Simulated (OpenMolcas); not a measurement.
## 3d8 along the 26-electron sequence

```
Program             : OpenMolcas 26.06
Method              : SS-RASPT2, IPEA 0.25 Eh, imaginary shift 0.1 Eh
Basis               : ANO-RCC-VTZP
Scalar Hamiltonian  : DKH2, point nucleus
Spin-orbit coupling : RASSI with atomic mean-field integrals over the reference wave functions, term energies averaged over their components
```

Active space for each ion: 8 electrons in 9 orbitals (RAS2 3d 4s; RAS3 4p, at most 2 electrons); closed shells correlated by CASPT2: 3s 3p.

Computed levels in cm-1 above 3F4:

```tsv
Level	Co+	Ni2+	Cu3+
3F3	1063	1450	1949
3F2	1784	2410	3210
1D2	11550	13140	15770
3P2	13830	16520	19850
3P1	14070	16880	20260
3P0	14330	17150	20610
1G4	18860	22760	27040
weight of 3F in the lowest level (%)	100	100	100
```

Measured, with the error of the calculation in %. Measured levels: Co+ from NIST Handbook of Basic Atomic Spectroscopic Data; Ni2+ from Corliss and Sugar, J. Phys. Chem. Ref. Data 10, 197 (1981); Cu3+ from Sugar and Musgrove, J. Phys. Chem. Ref. Data 19, 527 (1990).

```
Level           Co+          Ni2+          Cu3+
  3F3   950 (+11.9)   1361 (+6.6)   1861 (+4.7)
  3F2  1597 (+11.7)   2270 (+6.1)   3078 (+4.4)
  1D2                14032 (-6.4)  16248 (-2.9)
  3P2                16662 (-0.8)  19697 (+0.8)
  3P1                16978 (-0.6)  20097 (+0.8)
  3P0                17231 (-0.5)  20423 (+0.9)
  1G4                23109 (-1.5)  26913 (+0.5)
```

The fine-structure level 3F2 changes by a factor of 1.8 from Co+ to Cu3+. Its fourth root runs 6.50, 7.01, 7.53, with steps per unit of Z of 0.51, 0.52; equal steps would mean a (Z - σ)^4 law with constant σ.

1D2 changes by a factor of 1.37 over the same range, with steps per unit of Z of +1590, +2630 cm-1.

Term energies are means over components that CASPT2 splits; among the terms shown or strongly mixed into the levels shown the widest spread is 590 cm-1 (3d8 3F, Ni2+). Some high roots are left out of the spin-orbit mixing, which shifts the levels that they would mix with. Terms from blocks run as CI alone lack orbitals of their own. Computed and measured levels are paired by configuration, term and J; levels that our copy of the source lacks, or whose pairing is in doubt (as where it misses far off the trend of its configuration), stay unpaired and out of the deviations. Only configurations of the active space appear.
